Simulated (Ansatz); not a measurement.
The cluster Si₄Cl₂ (the lowest singlet isomer of a short search), 6 atoms. Hardware: 4 threads of Arm Neoverse N1 on a shared host.

Correlated methods freeze 30 core orbitals.

(1) How many basis functions does each of these Ansatz runs have, and roughly what does it cost? PBE-D4/def2-TZVP, charge 0 singlet, energy and forces, from earlier orbitals; r2SCAN-D4/def2-TZVP, charge 0 triplet at the geometry of the charge 0 singlet, energy, from earlier orbitals; r2SCANh-D4/def2-TZVP, charge 0 singlet, energy, from earlier orbitals; CCSD(T)/def2-TZVPP, charge 0 singlet, energy, from earlier orbitals; CAM-B3LYP-D4/def2-TZVP, charge 0 singlet, energy, from earlier orbitals; PBE0-D4/def2-TZVP, charge 0 triplet at the geometry of the charge 0 singlet, energy; MP2/def2-TZVP, charge 0 singlet, energy, from earlier orbitals; B3LYP-D4/def2-TZVP, charge 0 singlet, energy, from earlier orbitals; PBE0-D4/def2-TZVP, charge 1 doublet at the geometry of the charge 0 singlet, energy; HF/STO-3G, charge 0 singlet, energy; PBE0-D4/def2-TZVPD, charge -1 doublet at the geometry of the charge 0 singlet, energy; B3LYP-D4/def2-TZVPD, charge 0 singlet, energy, from earlier orbitals.

Answers

(1) Other jobs shared the machine, so times can vary by a factor of up to 3. A dash marks memory too small to be measured apart from the calling script's.

```csv
run,functions,fitting or Cholesky vectors,wall time,peak host memory (GiB)
"HF/STO-3G, charge 0 singlet, energy",54,592,0.35 s,–
"PBE-D4/def2-TZVP, charge 0 singlet, energy and forces, from earlier orbitals",222,1520,5.5 s,–
"MP2/def2-TZVP, charge 0 singlet, energy, from earlier orbitals",222,1326,7 s,0.6
"B3LYP-D4/def2-TZVP, charge 0 singlet, energy, from earlier orbitals",222,1570,8 s,0.81
"CAM-B3LYP-D4/def2-TZVP, charge 0 singlet, energy, from earlier orbitals",222,1570,9 s,0.9
"r2SCANh-D4/def2-TZVP, charge 0 singlet, energy, from earlier orbitals",222,1520,13 s,0.82
"B3LYP-D4/def2-TZVPD, charge 0 singlet, energy, from earlier orbitals",264,1748,14 s,1.1
"r2SCAN-D4/def2-TZVP, charge 0 triplet at the geometry of the charge 0 singlet, energy, from earlier orbitals",222,1520,32 s,–
"PBE0-D4/def2-TZVP, charge 1 doublet at the geometry of the charge 0 singlet, energy",222,1608,33 s,1.2
"PBE0-D4/def2-TZVP, charge 0 triplet at the geometry of the charge 0 singlet, energy",222,1608,52 s,1.6
"PBE0-D4/def2-TZVPD, charge -1 doublet at the geometry of the charge 0 singlet, energy",264,1800,54 s,1.4
"CCSD(T)/def2-TZVPP, charge 0 singlet, energy, from earlier orbitals",252,1517,3.4 min,4.2
```
